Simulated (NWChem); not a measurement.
System: CdHSeF; SMILES [F][Cd][SeH]

Here is an NWChem input.

```
start job
memory heap 200 mb stack 900 mb global 1100 mb
geometry units angstroms noautoz
  Cd    -0.500152     0.383531     0.001772
  F     -0.872541     2.282275    -0.004418
  Se    -0.040535    -2.006414     0.018201
  H      1.412058    -1.758554    -0.004790
end
basis spherical
  * library def2-svp
end
ecp
  Cd library def2-ecp
end
dft
  xc pbe0
  iterations 150
  vectors input atomic output neutral.movecs
end
task dft energy
charge 1
dft
  odft
  mult 2
  vectors input atomic output cation.movecs
end
task dft energy
```

Output (shortened):

```
             Northwest Computational Chemistry Package (NWChem) 7.3.0
             --------------------------------------------------------

 C1  symmetry detected

                             Geometry "geometry" -> ""
                             -------------------------

 Output coordinates in angstroms (scale by  1.889725989 to convert to a.u.)

  No.       Tag          Charge          X              Y              Z
 ---- ---------------- ---------- -------------- -------------- --------------
    1 Cd                  48.0000    -0.01024384     0.73703771    -0.00125038
    2 F                    9.0000    -0.00415388     2.67194766     0.00395202
    3 Se                  34.0000    -0.02697458    -1.69669831     0.00070978
    4 H                    1.0000     1.44622492    -1.73759652     0.00031767

 Effective nuclear repulsion energy (a.u.)     532.1359697148

                                 NWChem DFT Module
                                 -----------------

 Summary of "ao basis" -> "ao basis" (spherical)
 ------------------------------------------------------------------------------
       Tag                 Description            Shells   Functions and Types
 ---------------- ------------------------------  ------  ---------------------
 Cd                         def2-svp                11       31   5s3p2d1f
 F                          def2-svp                 6       14   3s2p1d
 Se                         def2-svp                12       32   5s4p3d
 H                          def2-svp                 3        5   2s1p

            General Information
            -------------------
          SCF calculation type: DFT
          Wavefunction type:  closed shell.
          No. of atoms     :     4
          No. of electrons :    64
           Alpha electrons :    32
            Beta electrons :    32
          Charge           :     0
          Spin multiplicity:     1
          Use of symmetry is: off; symmetry adaption is: off
          Maximum number of iterations: 150
          AO basis - number of functions:    82
                     number of shells:    32
          Convergence on energy requested:  1.00D-06
          Convergence on density requested:  1.00D-05
          Convergence on gradient requested:  5.00D-04

              XC Information
              --------------
                         PBE0 Method XC Functional
                     Hartree-Fock (Exact) Exchange  0.250
          PerdewBurkeErnzerhof Exchange Functional  0.750
            Perdew 1991 LDA Correlation Functional  1.000 local
           PerdewBurkeErnz. Correlation Functional  1.000 non-local

             Grid Information
             ----------------
          Grid used for XC integration:  medium
          Radial quadrature: Mura-Knowles
          Angular quadrature: Lebedev.
          Tag              B.-S. Rad. Rad. Pts. Rad. Cut. Ang. Pts.
          ---              ---------- --------- --------- ---------
          Cd                  1.55      123          10.0       590
          F                   0.50       49          12.0       434
          Se                  1.15      112          10.0       590
          H                   0.35       45          11.0       434
          Grid pruning is: on
          Number of quadrature shells:   329
          Spatial weights used:  Erf1

      Superposition of Atomic Density Guess
      -------------------------------------

 Sum of atomic energies:       -2691.27726164

      Non-variational initial energy
      ------------------------------

 Total energy =   -2666.337688
 1-e energy   =   -4281.259096
 2-e energy   =    1363.856617
 HOMO         =      -0.290382
 LUMO         =      -0.067528

   convergence    iter        energy       DeltaE   RMS-Dens  Diis-err
 ---------------- ----- ----------------- --------- --------- ---------
 d= 0,ls=0.0,diis     1  -2668.9125447873 -2.92D+03  2.57D-02  7.81D-01
 d= 0,ls=0.0,diis     2  -2668.4547513431  4.58D-01  1.69D-02  5.83D+00
 d= 0,ls=0.0,diis     3  -2669.0091231454 -5.54D-01  2.58D-03  2.56D-02
 d= 0,ls=0.0,diis     4  -2669.0106476852 -1.52D-03  1.29D-03  1.37D-02
 d= 0,ls=0.0,diis     5  -2669.0121891229 -1.54D-03  2.06D-04  3.07D-04
  Resetting Diis
 d= 0,ls=0.0,diis     6  -2669.0122229909 -3.39D-05  4.99D-05  2.29D-05
 d= 0,ls=0.0,diis     7  -2669.0122256309 -2.64D-06  2.08D-05  1.45D-06
 d= 0,ls=0.0,diis     8  -2669.0122256561 -2.52D-08  1.08D-05  1.30D-06
 d= 0,ls=0.0,diis     9  -2669.0122257909 -1.35D-07  1.78D-06  5.33D-08

         Total DFT energy =    -2669.012225790851
      One electron energy =    -4282.016357166679
           Coulomb energy =     1475.068029606782
    Exchange-Corr. energy =     -113.128689647726
 Nuclear repulsion energy =      251.064791416773

 Numeric. integr. density =       64.000003905098

                       DFT Final Molecular Orbital Analysis
                       ------------------------------------

 Vector   30  Occ=2.000000D+00  E=-3.471882D-01
              MO Center=  1.4D-02,  2.5D+00,  3.5D-03, r^2= 9.6D-01
   Bfn.  Coefficient  Atom+Function         Bfn.  Coefficient  Atom+Function
  ----- ------------  ---------------      ----- ------------  ---------------
    35      0.637275  2 F  px                38     -0.462879  2 F  px
    15      0.185891  1 Cd d -2              12     -0.086793  1 Cd px
     9     -0.065461  1 Cd px                 6      0.053431  1 Cd px
    79      0.053010  4 H  s                 78      0.044088  4 H  s
    61     -0.038541  3 Se py                50     -0.036720  3 Se s

[...]
```

Level: PBE0/def2-SVP with def2 effective core potentials on Cd, vertical spin-unrestricted ions. Coordinates come from a PBE0/def2-SVP optimisation. No frequency run checked for a minimum. def2 effective core potentials on Cd; no spin-orbit coupling.
